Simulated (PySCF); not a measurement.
Core-level binding energies of `N#C[C@]12C[C@@H]3[C@H](C1)[C@@H]32`

Compound: C7H7N.
Geometry (PBE0-D3(BJ)/def2-SVP, Å), atoms numbered from 1 in this order:
```xyz
15
C7H7N angstrom
N     -1.588    2.485   -1.256
C     -1.073    1.535   -0.835
C     -0.438    0.358   -0.302
C      1.106    0.228   -0.269
C      0.893   -0.697    0.914
C     -0.377   -1.502    0.648
C     -0.926   -1.060   -0.695
C     -0.457   -0.112    1.208
H      1.576    1.172    0.038
H      1.585   -0.156   -1.184
H      1.636   -1.040    1.635
H     -0.571   -2.438    1.173
H     -0.508   -1.483   -1.623
H     -2.024   -1.109   -0.716
H     -0.911    0.308    2.104
```

The calculation used delta-SCF UKS SCAN, pcX-2 on the ionised atom, pcseg-1 elsewhere, spin-free X2C in PySCF 2.14.0. Binding energies are ΔSCF values: E(core-ionised, relaxed orbitals) − E(ground state) at a fixed geometry, referred to the vacuum level.

Task: Give the core binding energies atom by atom.

Result: 
```json
{"atom(s)": "N1", "environment": "nitrile nitrogen", "level": "N 1s", "binding energy (eV)": "404.66", "above the level's lowest (eV)": "0.00", "count": "1"}
{"atom(s)": "C3", "environment": "sp3 carbon at a ring junction", "level": "C 1s", "binding energy (eV)": "292.03", "above the level's lowest (eV)": "+1.08", "count": "1"}
{"atom(s)": "C2", "environment": "nitrile carbon", "level": "C 1s", "binding energy (eV)": "291.96", "above the level's lowest (eV)": "+1.01", "count": "1"}
{"atom(s)": "C4/C7", "environment": "four-membered-ring carbon", "level": "C 1s", "binding energy (eV)": "291.17", "above the level's lowest (eV)": "+0.22", "count": "2"}
{"atom(s)": "C5/C6", "environment": "sp3 carbon at a ring junction", "level": "C 1s", "binding energy (eV)": "291.08", "above the level's lowest (eV)": "+0.13", "count": "2"}
{"atom(s)": "C8", "environment": "sp3 carbon at a ring junction", "level": "C 1s", "binding energy (eV)": "290.95", "above the level's lowest (eV)": "0.00", "count": "1"}
```

Lowest listed C 1s: C8, bonded to 3 C and H. Highest, 1.08 eV above it: C3, bonded to 4 C.

Task: Which photon wavelength matches the C 1s of C5/C6 threshold?

Result: λ = hc/E = 12398.42 eV Å / 291.08 eV = 42.595 Å.

Task: Give the binding energy of C 1s of C5/C6 in hartree and in kJ/mol.

Result: 291.08 eV = 10.6970 Eh = 28085 kJ/mol.

The first atom of each set that the bonding makes equivalent was ionised and stands for the set. Isolated species at its PBE0-D3(BJ)/def2-SVP geometry, gas phase.
